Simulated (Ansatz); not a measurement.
Harmonic frequencies (cm⁻¹) at PBE0-D4/def2-TZVP from Ansatz: 110, 165, 224, 226, 232, 268, 367, 403, 410, 438, 473, 833, 838, 888, 961, 1569, 1572, 3603, 3604, 3706, 3707.

Each molecule was computed in one conformer, which needn't be the lowest.

(1) Which molecule is it?
A. `O=C=N[SiH](N=C=O)N=C=O`
B. `N[Si](N)(Br)Br`
C. `N[SiH]([SiH3])Cl`
D. `CO[SiH2][SeH]`

## Answers

(1) B.
